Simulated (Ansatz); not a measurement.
Cost and result for the atomization energy of CH₄ClFGeO₂ (`C[O][Ge]([OH])([F])[Cl]`) (10 atoms, 9 bonds).

Cartesian coordinates in Å:
```
C 0.3716 -1.1118 1.1711
O -0.0762 0.1760 0.7746
Ge -0.2380 0.5824 -0.9116
O -0.7202 2.2483 -1.0366
F 1.2841 0.3383 -1.6770
Cl -1.6077 -0.6447 -1.9502
H -0.3090 -1.8958 0.8250
H 1.3780 -1.3192 0.7964
H 0.3914 -1.1229 2.2613
H -0.4739 2.7495 -0.2531
```

Total charge 0; spin multiplicity 1. Correlated methods include outer-core shells of Ge, which these sets cover unevenly. Scalar relativity is left out up to krypton. Geometry: relaxed with PBE0-D4/def2-TZVP. It is one conformer, not always the lowest. Program: Ansatz. Hardware: A = 2 threads of an AMD EPYC 7R13 on a shared host; B = 2 threads of an AMD EPYC 7R13 on a shared host and a share of an NVIDIA H100 80 GB. Times are those of one run each, without the atoms' runs, and a repeat can differ threefold. Electronic energies, without spin–orbit coupling; frozen cores. CCSD(T)/CBS adds CCSD(T) − MP2 in def2-TZVPP to the MP2 limit, and its time is that of the two runs behind it. T1 = 0.012. With those shells the extrapolation isn't a true limit. B3LYP takes the VWN-RPA correlation (the form of Gaussian; ORCA's B3LYP/G).

CCSD(T)/CBS is a level of theory with its own doubt, some kJ/mol a heavy atom from the limit and from the frozen cores, so smaller differences don't rank the functionals.

```
                                 level  functions  wall time  atomization (kcal/mol)  difference from CCSD(T)/CBS  per bond
                    MP2/def2-QZVPP [B]        507      5.5 s                   907.9                         19.4       2.2
   PBE-D4/def2-TZVPP (with forces) [A]        270        6 s                   901.7                         13.2       1.5
                CCSD(T)/def2-TZVPP [B]        270      6.5 s                   865.0                        -23.5      -2.6
                PBE0-D4/def2-TZVPP [A]        270      7.5 s                   877.3                        -11.2      -1.2
r2SCAN-D4/def2-TZVPP (with forces) [A]        270      9.5 s                   887.4                         -1.1      -0.1
                     CCSD(T)/CBS(def2)          –       12 s                   888.5                          0.0       0.0
 B3LYP-D4/def2-TZVPP (with forces) [A]        270       13 s                   874.3                        -14.2      -1.6
                ωB97X-V/def2-TZVPP [A]        270       17 s                   887.2                         -1.3      -0.1
                 B2PLYP/def2-TZVPP [A]        270       17 s                   872.1                        -16.4      -1.8
  ωB97M-V/def2-TZVPP (with forces) [A]        270       27 s                   883.4                         -5.1      -0.6
```

In def2-TZVPP, CCSD(T) changes the Hartree–Fock value by +250.3 kcal/mol (the triples alone add +16.9 kcal/mol) and MP2 by +279.2 kcal/mol; breaking electron pairs costs correlation energy, which Hartree–Fock lacks. From PBE to PBE0 (25 % exact exchange), in def2-TZVPP and without D4, the atomization energy moves by −23.5 kcal/mol: exact exchange takes away binding that semilocal exchange gives to molecules. The D4 term adds +9.0 kcal/mol with B3LYP and +4.8 kcal/mol with PBE0; it sums over pairs of atoms, weighted by their polarisabilities, and B3LYP, whose exchange is more repulsive, gets the larger term.
